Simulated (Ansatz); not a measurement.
CH3AlO, SMILES `O[C][AlH2]` (singlet; the order of the spin states depends on the level) (charge 0, multiplicity 1). This singlet lies 0.09 eV below the relaxed triplet at the level frozen-core CCSD(T)/cc-pVTZ // PBE0-D3(BJ)/def2-TZVP (Ansatz, an electronic-structure program); other levels give the other order.

Computed with frozen-core CCSD(T)/cc-pVTZ // PBE0-D3(BJ)/def2-TZVP in Ansatz.

Ansatz 0.2 input:
```yaml
crystal:
  periodic: [false, false, false]
  atoms:
    - { symbol: O, position_ang: [1.854986, -0.146207, -0.31865] }
    - { symbol: C, position_ang: [0.636708, -0.048151, 0.019511] }
    - { symbol: Al, position_ang: [-1.205515, 0.086363, -0.130873] }
    - { symbol: H, position_ang: [2.454916, -0.171838, 0.454072] }
    - { symbol: H, position_ang: [-1.762144, 1.56365, -0.046689] }
    - { symbol: H, position_ang: [-1.97895, -1.283817, 0.022629] }
basis:
  gaussian: { orbitals: cc-pVTZ }
correlation:
  method: ccsd_t
```

Output:

```
Functional definition: HF
811 factors; integrals over basis functions are off by at most 1.4e-3 eV
mean field evaluation 1: about -9694.4881 eV, gradient 2.2e1 eV
mean field evaluation 2: about -9694.4959 eV, gradient 2.2e1 eV
mean field evaluation 4: about -9695.9864 eV, gradient 3.7e0 eV
mean field evaluation 8: about -9696.0380 eV, gradient 2.2e-3 eV
mean field evaluation 16: about -9696.0272 eV, gradient 3.0e-1 eV
mean field evaluation 32: about -9693.2235 eV, gradient 1.2e-3 eV
mean field -9696.03802852 eV, -356.3228253375 hartree, gradient 3.8e-6 eV, S^2 0.000000; 1 other end points of the search recorded, 0 dependent functions left out; unrestricted orbitals would lower it
determinant -9696.03802852 eV, -356.3228253375 hartree, with singles and doubles -9709.50027509 eV, -356.8175537738 hartree
determinant -9693.22354925 eV, -356.2193951322 hartree, with singles and doubles -9706.48193959 eV, -356.7066319903 hartree
7 core orbitals not correlated
reference -9696.03802852 eV, -356.3228253375 hartree; 8, 8 occupied and 121, 121 virtual orbitals, 811 factors
second order -12.47113452 eV of doubles, -0.00000000 eV of singles
cycle   1  -13.26465863 eV  change    -1.1e0 eV  update   2.8e-2
cycle   2  -13.29872966 eV  change   -3.4e-2 eV  update   7.2e-3
cycle   3  -13.29755433 eV  change    1.2e-3 eV  update   4.2e-3
cycle   4  -13.29971473 eV  change   -2.2e-3 eV  update   1.8e-3
cycle   5  -13.30063520 eV  change   -9.2e-4 eV  update   9.5e-4
cycle   6  -13.30088267 eV  change   -2.5e-4 eV  update   3.3e-4
cycle   7  -13.30098126 eV  change   -9.9e-5 eV  update   1.3e-4
cycle   8  -13.30103187 eV  change   -5.1e-5 eV  update   4.9e-5
cycle   9  -13.30101176 eV  change    2.0e-5 eV  update   2.1e-5
cycle  10  -13.30099114 eV  change    2.1e-5 eV  update   9.4e-6
cycle  11  -13.30099048 eV  change    6.6e-7 eV  update   4.4e-6
perturbative correction -0.54186645 eV, -0.0199132248 hartree
Total energy: -9709.88088545 eV, -356.8315409466 hartree
```
